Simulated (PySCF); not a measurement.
First SCF of a structure search on triplet CoO(OH), at a hand-made bent (heavy-atom frame) geometry. PySCF input:

```python
from pyscf import gto, scf, dft
mol = gto.M(atom='''
Co     0.000000     0.000000     0.000000
O      1.310600     0.000000     0.917700
O     -1.425300     0.000000     0.998000
H     -1.930800     0.735400     1.352000''',
    basis={'Co': 'def2-TZVP', 'O': 'def2-TZVP', 'H': 'def2-TZVP'},
    charge=0, spin=2)
mf = dft.UKS(mol, xc='PBE0')
mf.grids.atom_grid = (50, 194)
aux = {'Co': 'def2-universal-JKFIT', 'O': 'def2-universal-JKFIT', 'H': 'def2-universal-JKFIT'}
mf = mf.density_fit(auxbasis=aux)
mf.conv_tol = 1e-08
mf.diis_space = 10
mf.max_cycle = 60
mf.init_guess = 'minao'
mf.verbose = 4
mf.kernel()
```

Excerpt of the output (cycles alone); where DIIS stalls, ADIIS, DIIS with a small level shift and a second-order solver take over in turn:

```
init E= -1532.5162878363
cycle= 1 E= -1515.57772050016  delta_E= 16.9  |g|=  5.6  |ddm|= 9.11
cycle= 2 E= -1460.02099135056  delta_E= 55.6  |g|=   14  |ddm|= 13.6
cycle= 3 E= -1508.08122320159  delta_E= -48.1  |g|=   10  |ddm|= 7.19
cycle= 4 E= -1514.21239752768  delta_E= -6.13  |g|= 8.58  |ddm|= 1.84
cycle= 5 E= -1516.24242646662  delta_E= -2.03  |g|= 7.38  |ddm|= 3.81
cycle= 6 E= -1519.59658997794  delta_E= -3.35  |g|= 6.66  |ddm|= 2.63
cycle= 7 E= -1521.27379371417  delta_E= -1.68  |g|= 6.25  |ddm|= 2.22
cycle= 8 E= -1525.60096989595  delta_E= -4.33  |g|= 5.41  |ddm|= 2.26
cycle= 9 E= -1526.57951538922  delta_E= -0.979  |g|= 5.14  |ddm|= 1.06
cycle= 10 E= -1527.58947532956  delta_E= -1.01  |g|= 4.79  |ddm|= 0.715
cycle= 11 E= -1528.33519215739  delta_E= -0.746  |g|= 4.46  |ddm|= 0.485
cycle= 12 E= -1509.89648315958  delta_E= 18.4  |g|= 6.59  |ddm|= 14.1
cycle= 13 E= -1529.530160699  delta_E= -19.6  |g|= 3.78  |ddm|= 14.1
... 38 lines left out ...
cycle= 52 E= -1533.42290345876  delta_E= -0.000234  |g|= 0.0106  |ddm|= 0.0589
cycle= 53 E= -1533.42237004364  delta_E= 0.000533  |g|= 0.0127  |ddm|= 0.121
cycle= 54 E= -1533.42237451661  delta_E= -4.47e-06  |g|= 0.0128  |ddm|= 0.00302
cycle= 55 E= -1533.42236409738  delta_E= 1.04e-05  |g|= 0.0114  |ddm|= 0.00668
cycle= 56 E= -1533.42316402152  delta_E= -0.0008  |g|= 0.0216  |ddm|= 0.208
cycle= 57 E= -1533.4231994694  delta_E= -3.54e-05  |g|= 0.035  |ddm|= 0.0801
cycle= 58 E= -1533.42258482641  delta_E= 0.000615  |g|= 0.0107  |ddm|= 0.239
cycle= 59 E= -1533.42246169625  delta_E= 0.000123  |g|= 0.00713  |ddm|= 0.0344
cycle= 60 E= -1533.42206113392  delta_E= 0.000401  |g|= 0.00753  |ddm|= 0.0875
SCF not converged.
init E= -1532.5162878363
cycle= 1 E= -1515.57772050016  delta_E= 16.9  |g|=  5.6  |ddm|= 9.11
cycle= 2 E= -1460.02099135056  delta_E= 55.6  |g|=   14  |ddm|= 13.6
cycle= 3 E= -1523.81569532543  delta_E= -63.8  |g|= 6.16  |ddm|= 9.33
cycle= 4 E= -1524.1544513004  delta_E= -0.339  |g|= 3.49  |ddm|= 2.81
cycle= 5 E= -1533.15882566642  delta_E=   -9  |g|= 1.11  |ddm|= 2.41
cycle= 6 E= -1528.81723072791  delta_E= 4.34  |g|= 4.15  |ddm|= 1.55
cycle= 7 E= -1532.99096969207  delta_E= -4.17  |g|= 1.41  |ddm|= 1.03
cycle= 8 E= -1533.34937762946  delta_E= -0.358  |g|= 0.481  |ddm|= 0.482
cycle= 9 E= -1532.53379777572  delta_E= 0.816  |g|= 1.76  |ddm|= 0.736
cycle= 10 E= -1533.28102303065  delta_E= -0.747  |g|= 0.754  |ddm|= 0.406
cycle= 11 E= -1533.41609589991  delta_E= -0.135  |g|= 0.113  |ddm|= 0.209
cycle= 12 E= -1533.38437953412  delta_E= 0.0317  |g|= 0.311  |ddm|= 0.21
cycle= 13 E= -1533.41870322044  delta_E= -0.0343  |g|= 0.0961  |ddm|= 0.111
cycle= 14 E= -1533.42071956501  delta_E= -0.00202  |g|= 0.0754  |ddm|= 0.0685
cycle= 15 E= -1533.41367910235  delta_E= 0.00704  |g|= 0.194  |ddm|= 0.0779
cycle= 16 E= -1533.42217402896  delta_E= -0.00849  |g|= 0.0414  |ddm|= 0.0535
cycle= 17 E= -1533.42206087622  delta_E= 0.000113  |g|= 0.058  |ddm|= 0.0474
cycle= 18 E= -1533.42320341885  delta_E= -0.00114  |g|= 0.0181  |ddm|= 0.0346
cycle= 19 E= -1533.42275711288  delta_E= 0.000446  |g|= 0.0638  |ddm|= 0.0395
cycle= 20 E= -1533.42340002027  delta_E= -0.000643  |g|= 0.0412  |ddm|= 0.0299
SCF not converged.
init E= -1533.42340002027
cycle= 1 E= -1533.41684018016  delta_E= 0.00656  |g|= 0.178  |ddm|= 0.0645
cycle= 2 E= -1533.26634994054  delta_E= 0.15  |g|= 0.843  |ddm|= 0.275
cycle= 3 E= -1533.41597160237  delta_E= -0.15  |g|= 0.173  |ddm|= 0.172
cycle= 4 E= -1533.42442832302  delta_E= -0.00846  |g|= 0.0229  |ddm|= 0.0517
cycle= 5 E= -1533.42482530925  delta_E= -0.000397  |g|= 0.016  |ddm|= 0.0224
cycle= 6 E= -1533.42509609832  delta_E= -0.000271  |g|= 0.0147  |ddm|= 0.0176
cycle= 7 E= -1533.42536675971  delta_E= -0.000271  |g|= 0.0124  |ddm|= 0.0168
cycle= 8 E= -1533.42551700388  delta_E= -0.00015  |g|= 0.0123  |ddm|= 0.00981
cycle= 9 E= -1533.42517240617  delta_E= 0.000345  |g|= 0.014  |ddm|= 0.0218
cycle= 10 E= -1533.4250363006  delta_E= 0.000136  |g|= 0.0132  |ddm|= 0.00943
cycle= 11 E= -1533.42539710712  delta_E= -0.000361  |g|= 0.0102  |ddm|= 0.0226
cycle= 12 E= -1533.42518106372  delta_E= 0.000216  |g|= 0.0117  |ddm|= 0.0172
cycle= 13 E= -1533.42439197156  delta_E= 0.000789  |g|= 0.0132  |ddm|= 0.0577
cycle= 14 E= -1533.42395092957  delta_E= 0.000441  |g|= 0.0104  |ddm|= 0.0445
cycle= 15 E= -1533.42348656642  delta_E= 0.000464  |g|= 0.0102  |ddm|= 0.0565
cycle= 16 E= -1533.42353380542  delta_E= -4.72e-05  |g|= 0.00694  |ddm|= 0.0331
cycle= 17 E= -1533.42348509865  delta_E= 4.87e-05  |g|= 0.00686  |ddm|= 0.0336
cycle= 18 E= -1533.42317378216  delta_E= 0.000311  |g|= 0.0139  |ddm|= 0.0992
cycle= 19 E= -1533.42328703399  delta_E= -0.000113  |g|= 0.00944  |ddm|= 0.0312
cycle= 20 E= -1533.42344371098  delta_E= -0.000157  |g|= 0.00761  |ddm|= 0.0437
cycle= 21 E= -1533.42340355804  delta_E= 4.02e-05  |g|= 0.0105  |ddm|= 0.0261
cycle= 22 E= -1533.42335875964  delta_E= 4.48e-05  |g|= 0.0114  |ddm|= 0.00865
cycle= 23 E= -1533.42343799774  delta_E= -7.92e-05  |g|= 0.00738  |ddm|= 0.0216
cycle= 24 E= -1533.42354716866  delta_E= -0.000109  |g|= 0.00391  |ddm|= 0.019
cycle= 25 E= -1533.42358470089  delta_E= -3.75e-05  |g|= 0.00528  |ddm|= 0.0509
cycle= 26 E= -1533.42343141712  delta_E= 0.000153  |g|= 0.00866  |ddm|= 0.0654
cycle= 27 E= -1533.42343469501  delta_E= -3.28e-06  |g|= 0.00666  |ddm|= 0.00629
cycle= 28 E= -1533.42354805913  delta_E= -0.000113  |g|= 0.00536  |ddm|= 0.0293
cycle= 29 E= -1533.42360351808  delta_E= -5.55e-05  |g|= 0.00417  |ddm|= 0.0199
cycle= 30 E= -1533.42364977269  delta_E= -4.63e-05  |g|= 0.00369  |ddm|= 0.0161
SCF not converged.
macro= 0  E= -1533.42546852227  delta_E= -0.00181875  |g|= 0.00368725  2 KF 10 JK
macro= 1  E= -1533.42498912954  delta_E= 0.000479393  |g|= 0.0164131  4 KF 24 JK
macro= 2  E= -1533.42794524273  delta_E= -0.00295611  |g|= 0.0175197  2 KF 7 JK
macro= 3  E= -1533.42875205775  delta_E= -0.000806815  |g|= 0.00369294  4 KF 20 JK
macro= 4  E= -1533.42900676326  delta_E= -0.000254706  |g|= 0.00259872  3 KF 17 JK
macro= 5  E= -1533.4296152374  delta_E= -0.000608474  |g|= 0.00765143  4 KF 19 JK
macro= 6  E= -1533.42994318272  delta_E= -0.000327945  |g|= 0.000133353  5 KF 30 JK
macro= 7  E= -1533.42994318275  delta_E= -3.27418e-11  |g|= 3.46293e-05  1 KF 2 JK
macro X = 8  E=-1533.42994318275  |g|= 3.46293e-05  total 26 KF 138 JK
converged SCF energy = -1533.42994318275  <S^2> = 2.5176668  2S+1 = 3.3272612
```

No lower solution of this spin was found from smeared starts or by a stability analysis within the unrestricted form.

With open d or f shells other occupations or spin states may lie lower.

The search for the lowest solution, 3 starts and the stability check together, took 71 s on 4 threads of a shared Intel Xeon 6975P-C (Granite Rapids) host, with 113 basis functions; the process peaked at 0.52 GiB. Launch command: `OMP_NUM_THREADS=4 python axn.py task.json out`.
